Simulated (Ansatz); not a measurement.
Ideal-gas functions of `Br/C=C\Br` at 600 K and 1 bar, from an Ansatz frequency run at PBE0-D4/def2-TZVP.

Molar mass 185.85 g/mol, point group C2v (symmetry number 2), electronic degeneracy 1, moments of inertia 58.099, 500.431, 558.53 u Å². Harmonic wavenumbers (cm⁻¹, unscaled): 107, 391, 484, 607, 693, 777, 913, 1176, 1283, 1654, 3215, 3236.

Use S(trans) = R[1.5 ln M + 2.5 ln T − 1.1517]; rotational temperatures θ = 24.2544 K / I; S(rot) = R[ln(√π/σ · √(T³/θAθBθC)) + 1.5]; for each mode x = 1.438777 ν̃/T, S = R[x/(eˣ − 1) − ln(1 − e⁻ˣ)] and H = RT x/(eˣ − 1); 1 cm⁻¹ = 0.0119627 kJ/mol; R = 8.31446 J/(mol·K).

Task: By hand: the entropy, in J/(mol·K).

Result: Translation 188.6. Rotation: θ = 0.4175, 0.0485, 0.0434 K, giving 120.5. Vibration, mode by mode: 19.65, 9.15, 7.53, 5.89, 4.99, 4.25, 3.28, 2.00, 1.63, 0.80, 0.03, 0.03, in all 59.2. Electronic 0.0. Sum 368.3 J/(mol·K).

Task: By hand: H − E and G − E in kJ/mol, counted from the electronic energy.

Result: Zero-point energy ½ × 14536 × 0.0119627 = 86.9; thermal vibration 19.3; translation, rotation and pV give 4 RT = 20.0. H − E = 126.2 kJ/mol, and G − E = 126.2 − 600 × 368.3/1000 = -94.8 kJ/mol.

Vibration gives 16 % of the entropy, 19.6 J/(mol·K) of it from the mode under 150 cm⁻¹: soft modes count most, and the harmonic formula is weakest for them.
